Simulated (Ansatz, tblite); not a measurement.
Cost and result up the ladder for B(SMe2)H3 (C₂H₉BS) (13 atoms). Charge 0, multiplicity 1. Geometry: r2SCAN-D4/def2-SVP.

```xyz
13

B    -1.728    0.244    0.017
S     0.126    0.823   -0.136
C     0.812   -0.293   -1.382
C     0.900    0.146    1.351
H     0.547   -1.330   -1.128
H     1.901   -0.161   -1.451
H     0.342   -0.021   -2.337
H     0.632   -0.916    1.450
H     1.990    0.284    1.306
H     0.487    0.707    2.200
H    -2.202    0.576   -1.058
H    -2.137    0.902    0.959
H    -1.669   -0.962    0.210
```

Ansatz on 4 threads of Arm Neoverse V2 on a shared host; xTB runs through tblite on one thread. Times are rough, summed over both states, and most runs start from the orbitals of an earlier one. PBE0-D4/def2-TZVP serves as the yardstick here, not as an exact answer. The other state is a doublet.

The xTB rows come from tblite. HOMO above LUMO, or a gap near zero within one spin, warns that the state may not be the lowest or that an electron is smeared out.

Raw xTB energies of ions are shifted by several eV.

```json
{"level": "GFN2-xTB", "functions": "30", "wall time": "0.007 s", "vertical IE (eV)": "13.40", "difference from PBE0-D4/def2-TZVP (eV)": "3.45", "remarks": "–"}
{"level": "GFN1-xTB", "functions": "39", "wall time": "0.014 s", "vertical IE (eV)": "14.59", "difference from PBE0-D4/def2-TZVP (eV)": "4.64", "remarks": "–"}
{"level": "PBE-D4/def2-TZVP", "functions": "184", "wall time": "7 s", "vertical IE (eV)": "9.70", "difference from PBE0-D4/def2-TZVP (eV)": "-0.25", "remarks": "gap within one spin near zero (+1 doublet)"}
{"level": "PBE0-D4/def2-TZVP (with forces)", "functions": "184", "wall time": "12 s", "vertical IE (eV)": "9.95", "difference from PBE0-D4/def2-TZVP (eV)": "0.00", "remarks": "–"}
{"level": "r2SCAN-D4/def2-TZVP", "functions": "184", "wall time": "18 s", "vertical IE (eV)": "9.79", "difference from PBE0-D4/def2-TZVP (eV)": "-0.17", "remarks": "–"}
```
